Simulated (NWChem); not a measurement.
All runs are NWChem calculations. System: dimethyl selenide (C2H6Se), charge 0, spin multiplicity 1, at a geometry optimised with B3LYP/def2-SVP. Level: MP2/def2-TZVP, 11 core orbitals frozen.

The NWChem input:

```
start mol
memory heap 200 mb stack 900 mb global 1100 mb
geometry units angstroms nocenter noautoz
  C     -1.472567     0.000000     0.821563
  Se     0.000000     0.000000    -0.474919
  C      1.472567     0.000000     0.821563
  H     -1.437984     0.901292     1.450241
  H     -2.407505     0.000000     0.243766
  H     -1.437984    -0.901292     1.450241
  H      1.437984     0.901292     1.450241
  H      2.407505     0.000000     0.243766
  H      1.437984    -0.901292     1.450241
  symmetry group C2v
end
basis spherical
  * library def2-tzvp
end
scf
  rhf
  nopen 0
  maxiter 100
  thresh 1e-7
  semidirect memsize 60000000 filesize 0
end
mp2
  freeze core 11
end
task mp2 energy
```

Part of the output:

```
             Northwest Computational Chemistry Package (NWChem) 7.3.0
             --------------------------------------------------------

                                NWChem Input Module
                                -------------------

 Scaling coordinates for geometry "geometry" by  1.889725989
 (inverse scale =  0.529177249)

 Turning off AUTOSYM since
 SYMMETRY directive was detected!

                             Geometry "geometry" -> ""
                             -------------------------

 Output coordinates in angstroms (scale by  1.889725989 to convert to a.u.)

  No.       Tag          Charge          X              Y              Z
 ---- ---------------- ---------- -------------- -------------- --------------
    1 C                    6.0000    -1.47256700     0.00000000     0.82156300
    2 Se                  34.0000     0.00000000     0.00000000    -0.47491900
    3 C                    6.0000     1.47256700     0.00000000     0.82156300
    4 H                    1.0000    -1.43798400     0.90129200     1.45024100
    5 H                    1.0000    -2.40750500     0.00000000     0.24376600
    6 H                    1.0000    -1.43798400    -0.90129200     1.45024100
    7 H                    1.0000     1.43798400     0.90129200     1.45024100
    8 H                    1.0000     2.40750500     0.00000000     0.24376600
    9 H                    1.0000     1.43798400    -0.90129200     1.45024100

 Effective nuclear repulsion energy (a.u.)     184.9793405261

            Nuclear Dipole moment (a.u.)
            ----------------------------
        X                 Y               Z
 ---------------- ---------------- ----------------
     0.0000000000     0.0000000000     0.0000113384

      Symmetry information
      --------------------

 Group name             C2v
 Group number             16
 Group order               4
 No. of unique centers     4

      Symmetry unique atoms

     1    2    4    5


 Summary of "ao basis" -> "" (spherical)
 ------------------------------------------------------------------------------
       Tag                 Description            Shells   Functions and Types
 ---------------- ------------------------------  ------  ---------------------
 *                         def2-tzvp                  on all atoms

 Summary of "ao basis" -> "ao basis" (spherical)
 ------------------------------------------------------------------------------
       Tag                 Description            Shells   Functions and Types
 ---------------- ------------------------------  ------  ---------------------
 C                         def2-tzvp                11       31   5s3p2d1f
 Se                        def2-tzvp                16       48   6s5p4d1f
 H                         def2-tzvp                 4        6   3s1p

                                 NWChem SCF Module
                                 -----------------

  ao basis        = "ao basis"
  functions       =   146
  atoms           =     9
  closed shells   =    26
  open shells     =     0
  charge          =   0.00
  wavefunction    = RHF
  use symmetry    = T
  symmetry adapt  = T

 Summary of "ao basis" -> "ao basis" (spherical)
 ------------------------------------------------------------------------------
       Tag                 Description            Shells   Functions and Types
 ---------------- ------------------------------  ------  ---------------------
 C                         def2-tzvp                11       31   5s3p2d1f
[...]
              MO Center= -1.4D-14,  8.6D-16,  1.4D+00, r^2= 8.1D+00
   Bfn.  Coefficient  Atom+Function         Bfn.  Coefficient  Atom+Function
  ----- ------------  ---------------      ----- ------------  ---------------
     5      3.239951  1 C  s                 84      3.239951  3 C  s
   113     -1.488099  4 H  s                125     -1.488099  6 H  s
   131     -1.488099  7 H  s                143     -1.488099  9 H  s
   119     -1.177316  5 H  s                137     -1.177316  8 H  s
    37     -0.537681  2 Se s                  4     -0.337673  1 C  s

 Vector   29  Occ=0.000000D+00  E= 1.739525D-01  Symmetry=a1
              MO Center=  1.8D-14, -4.7D-16, -4.0D-01, r^2= 6.5D+00
   Bfn.  Coefficient  Atom+Function         Bfn.  Coefficient  Atom+Function
  ----- ------------  ---------------      ----- ------------  ---------------
    37      1.883846  2 Se s                 52      1.314744  2 Se pz
    12     -0.945043  1 C  px                91      0.945043  3 C  px
   119     -0.669145  5 H  s                137     -0.669145  8 H  s
    14      0.311075  1 C  pz                93      0.311075  3 C  pz
     4     -0.187484  1 C  s                 83     -0.187484  3 C  s

 center of mass
 --------------
 x =   0.00000000 y =   0.00000000 z =  -0.19813045

 moments of inertia (a.u.)
 ------------------
         159.535007614857           0.000000000000           0.000000000000
           0.000000000000         405.177572991903           0.000000000000
           0.000000000000           0.000000000000         269.031143388803

  Mulliken analysis of the total density
  --------------------------------------

    Atom       Charge   Shell Charges
 -----------   ------   -------------------------------------------------------
    1 C    6     6.38   0.85  1.12  0.47  0.73  0.04  1.20  1.47  0.41  0.02  0.06  0.00
    2 Se  34    34.00   2.00  2.00  1.16  0.78  0.96  0.89  6.00  5.93  0.96  2.21  0.97  8.97  1.04  0.03  0.08  0.02
    3 C    6     6.38   0.85  1.12  0.47  0.73  0.04  1.20  1.47  0.41  0.02  0.06  0.00
    4 H    1     0.87   0.26  0.48  0.11  0.02
    5 H    1     0.87   0.26  0.48  0.10  0.02
    6 H    1     0.87   0.26  0.48  0.11  0.02
    7 H    1     0.87   0.26  0.48  0.11  0.02
    8 H    1     0.87   0.26  0.48  0.10  0.02
    9 H    1     0.87   0.26  0.48  0.11  0.02

       Multipole analysis of the density wrt the origin
       ------------------------------------------------

     L   x y z        total         open         nuclear
     -   - - -        -----         ----         -------
     0   0 0 0      0.000000      0.000000     52.000000

     1   1 0 0     -0.000000      0.000000      0.000000
     1   0 1 0      0.000000      0.000000      0.000000
     1   0 0 1      0.660293      0.000000      0.000011

     2   2 0 0    -21.864963      0.000000    163.857555
     2   1 1 0      0.000000      0.000000      0.000000
     2   1 0 1      0.000000      0.000000     -0.000000
     2   0 2 0    -25.842485      0.000000     11.603492
     2   0 1 1      0.000000      0.000000      0.000000
     2   0 0 2    -24.583090      0.000000     86.776372

                   NWChem MP2 Semi-direct Energy/Gradient Module
                   ---------------------------------------------

  Basis functions       =    146
  Molecular orbitals    =    146
  Frozen core           =     11
  Frozen virtuals       =      0
  Active alpha occupied =     15
  Active beta occupied  =     15
  Active alpha virtual  =    120
  Active beta virtual   =    120
  Use MO symmetry       = T
  Use skeleton AO sym   = T

  AO/Fock/Back tols     =   1.0D-09  1.0D-09  1.0D-09

 GA uses MA = F    GA memory limited = T

 Available:
  local mem=  1.26D+08
 global mem=  1.44D+08
 local disk=  0.00D+00
  mp2_memr nvloc                   120
  nvloc new                   120
   1 passes of  15:        5242880                     133448                  64608612.
   1 passes of  15: M    126146842           G      144136568           F     120903962.

 Semi-direct pass number   1 of   1  for RHF alpha+beta  at        7.8s
  vrange nnbf                 10551
  mp2_eaftype                   246  avail_ma_in_mb                  1099
 EAF : mp2_eaftype filesize         246   32304306.
  mp2_eaf for mointskh                    246
Node 0 wrote    151.9 Mb in      0.1 s     Agg I/O rate:  2791.5 Mb/s
 Done moints_semi at       28.2s
  mp2_eaftype                   246  avail_ma_in_mb                   853
 EAF : mp2_eaftype filesize         246   32304306.
  mp2_eaf for kh                   246
 Done maket at       29.0s
 Done multipass loop at       29.0s

          -------------------------------------------
          SCF energy               -2479.095084899610
          Correlation energy          -0.620645252356
          Singlet pairs               -0.385993844374
          Triplet pairs               -0.234651407983
          Total MP2 energy         -2479.715730151966
          -------------------------------------------

          ---------------------------------------------------
                    Spin Component Scaled (SCS) MP2
          Same spin pairs                     -0.156434271988
          Same spin scaling factor             0.333333333333
          Opposite spin pairs                 -0.464210980368
          Opposite spin scaling fact.          1.200000000000
          SCS-MP2 correlation energy          -0.609197933771
          Total SCS-MP2 energy             -2479.704282833381
          ---------------------------------------------------

 -----------------------
 Performance information
 -----------------------

 Timer overhead =  2.30D-07 seconds/call

               Nr. of calls         CPU time (s)                 Wall time (s)                GFlops
             ---------------    -------------------     ------------------------------   -------------------
Name         Min   Avg   Max    Min     Avg     Max     Min     Avg     Max   Mx/calls   Min     Max     Sum
mp2: moin     1     1     1    20.     20.     20.      20.     20.     20.     20.      0.0     0.0     0.0
mp2: make     1     1     1   0.84    0.84    0.84     0.84    0.84    0.84    0.84      0.0     0.0     0.0
mp2: tota     1     1     1    21.     21.     21.      21.     21.     21.     21.      0.0     0.0     0.0

 The average no. of pstat calls per process was 3.00D+00
 with a timing overhead of 6.91D-07s

 Task  times  cpu:       29.0s     wall:       29.0s

 Total times  cpu:       29.1s     wall:       29.1s
```
